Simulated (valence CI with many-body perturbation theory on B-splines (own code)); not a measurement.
## Nb XXXVI: magnetic and hyperfine properties of the levels

Computed by valence CI with perturbative core correlation (CI+MBPT): four valence electrons over a frozen Dirac-Fock core [He], a basis of 11 s, 11 p, 10 d, 8 f, 5 g, 2 h functions for each j, with the one-electron correlation potential Σ1 (screened to all orders), the two-electron term Σ2, the three-electron term Σ3, Breit, model QED; selected single and double excitations, second order for the rest, scaled by the run's own slope (own B-spline code, finite nucleus).

The last digits are not significant, and no measured levels were compared; by estimate large intervals hold to a few tenths of a per cent, small ones and those within an open d or f shell to about a per cent. Among the levels kept, up to 990 cm⁻¹ of a level comes from second order outside the variational space, and about a tenth of that is noise between levels of different J, which matters for small intervals.

A/g_I is the dipole constant over the nuclear g factor μ/I (μ in nuclear magnetons, uniformly magnetised nucleus), B/Q the quadrupole constant per barn. Both hold the static response of the core; the bare values leave it out. Large factors of s and p1/2 electrons are usually good to 5 to 10 %; those of open d and f shells near neutrality can be off by tens of per cent, and small factors of p3/2, d and f electrons come from cancelling terms and can be off by a factor of two or in sign, in half-filled shells by more. B is blank for J = 1/2, where it vanishes, and for nearly pure S terms. Energies count from the lowest level. Levels with J = 0 are left out.

Levels are named by their leading jj configuration (3d3/2^4 stands for four electrons in 3d with j = 3/2), which in mixed levels can hold well under half, so a name can repeat and another be missing. Letters in brackets count levels of one name in rising energy.

```
                     Level  E (eV)      g  A/g_I (MHz)  A/g_I bare  B/Q (MHz/b)  B/Q bare
    (2s^2 2p1/2 2p3/2) J=1    92.3  1.492       -26800      -19800       117000    118000
    (2s^2 2p1/2 2p3/2) J=2   104.3  1.206       270000      272000       159000    160000
        (2s^2 2p3/2^2) J=2   205.0  1.274       133000      137000        74000     74200
    (2s 2p1/2^2 2p3/2) J=2   213.7  1.730       623000      623000       133000    134000
    (2s 2p1/2^2 2p3/2) J=1   261.3  0.978      -355000     -342000       190000    191000
(2s 2p1/2 2p3/2^2) J=2 [a]   306.0  1.449       490000      487000       197000    198000
    (2s 2p1/2 2p3/2^2) J=3   329.0  1.323       587000      583000         -387      -405
(2s 2p1/2 2p3/2^2) J=1 [a]   362.6  1.271       143000      148000      -198000   -198000
(2s 2p1/2 2p3/2^2) J=2 [b]   372.0  1.132        47800       55300      -140000   -140000
(2s 2p1/2 2p3/2^2) J=1 [b]   379.2  1.468       674000      670000        58200     58400
          (2s 2p3/2^3) J=2   452.8  1.315       646000      639000      -193000   -194000
          (2s 2p3/2^3) J=1   492.4  1.244      -370000     -353000       -49200    -49300
     (2p1/2^2 2p3/2^2) J=2   512.6  1.364       112000      120000        59300     59400
       (2p1/2 2p3/2^3) J=1   611.3  1.492       -38600      -26300      -115000   -116000
       (2p1/2 2p3/2^3) J=2   624.8  1.115       276000      279000      -291000   -292000
       (2s^2 2p1/2 3s) J=1  2706.8  1.338       695000      688000       -10500    -10500
    (2s^2 2p1/2 3p1/2) J=1  2744.3  0.664       477000      473000        -2300     -2300
    (2s^2 2p1/2 3p3/2) J=1  2779.9  1.495       -41800      -40300        33800     33900
    (2s^2 2p1/2 3p3/2) J=2  2782.9  1.169       212000      212000        56500     56600
       (2s^2 2p3/2 3s) J=2  2811.2  1.482       249000      250000       230000    230000
       (2s^2 2p3/2 3s) J=1  2816.3  1.142          492        7990       129000    130000
       (2s 2p1/2^2 3s) J=1  2816.9  2.203      1250000     1240000        -7340     -7360
    (2s^2 2p1/2 3d3/2) J=2  2817.6  0.761       203000      201000        22600     22800
    (2s^2 2p1/2 3d3/2) J=1  2831.1  0.824      -119000     -118000         3490      3570
    (2s^2 2p1/2 3d5/2) J=2  2834.3  1.278       -97100      -96300         9960     10100
    (2s^2 2p1/2 3d5/2) J=3  2835.0  1.113       129000      128000         2050      2250
    (2s 2p1/2^2 3p1/2) J=1  2858.0  1.553      1060000     1050000        -6640     -6640
    (2s^2 2p3/2 3p1/2) J=1  2858.6  1.416       115000      121000       114000    115000
    (2s^2 2p3/2 3p1/2) J=2  2861.3  1.209       154000      157000       207000    207000
    (2s^2 2p3/2 3p3/2) J=3  2881.1  1.331       109000      112000       304000    304000
    (2s^2 2p3/2 3p3/2) J=1  2882.0  1.426        95700       98900      -113000   -113000
```

(1) Take the isotope of mass number 93, with I = 9/2, μ = 6.163 μN and Q = -0.32 b. What is the hyperfine structure of (2s^2 2p1/2 2p3/2) J=2?

Results:

(1) From the table A = 370000 MHz, B = -50900 MHz. Shifts from the centre of gravity in MHz: F = 5/2: -4090000, F = 7/2: -2780000, F = 9/2: -1100000, F = 11/2: 940000, F = 13/2: 3320000.
